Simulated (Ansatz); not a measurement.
`FC(F)OC(F)F` → `F[C]F` + `OC(F)F` at 700 K and 1 bar (formal loss of a carbene).

Gas-phase electronic energies from Ansatz, PBE0-D4/def2-TZVP geometries. CBS: MP2 limit from def2 TZ/QZ plus the TZ coupled-cluster correction, frozen cores. This one scheme is used for every species. Each species was taken in one conformer, which may not be the lowest.

| species | CCSD(T)/CBS energy (Eh) | H − E (kJ/mol) | S (J/(mol·K)) |
| --- | --- | --- | --- |
| `FC(F)OC(F)F` | -551.64031 | 204.4 | 455.4 |
| `F[C]F` | -237.54028 | 47.1 | 278.6 |
| `OC(F)F` | -314.01610 | 142.9 | 339.1 |

H − E and S are ideal-gas, rigid-rotor, harmonic terms from PBE0-D4/def2-TZVP, for one conformer and one mirror image of each species. 1 Eh = 2625.50 kJ/mol, R = 8.31446 J/(mol·K).

Task: By hand: ΔE, ΔH, ΔS and ΔG.

Result: ΔE = (-237.54028) + (-314.01610) − (-551.64031) = 0.08393 Eh = 220.4 kJ/mol. Δ(H − E) = 47.1 + 142.9 − 204.4 = -14.4, so ΔH = 206.0 kJ/mol. ΔS = 278.6 + 339.1 − 455.4 = 162.3 J/(mol·K). ΔG = 206.0 − 700 × (162.3)/1000 = 92.4 kJ/mol.

Task: By hand: the equilibrium constant, and the temperature at which ΔG would vanish if ΔH and ΔS stayed fixed.

Result: log₁₀ K = −ΔG/(RT ln 10) = -6.9. ΔG = 0 at ΔH/ΔS = 1269 K.

The number of gas molecules changes by +1, which sets the sign of ΔS. A doubt of 5 kJ/mol in ΔE shifts log₁₀ K by 0.4 here. Other conformers and mirror images would add mixing entropy, several J/(mol·K) or more a flexible species. Modes under 60 cm⁻¹, often nearly free rotors, make the harmonic entropy too high. These are equilibria of isolated gas molecules and say nothing of rates. Largest T1 diagnostic: 0.017 (customary marks: 0.02 for closed shells, 0.045 for open ones).
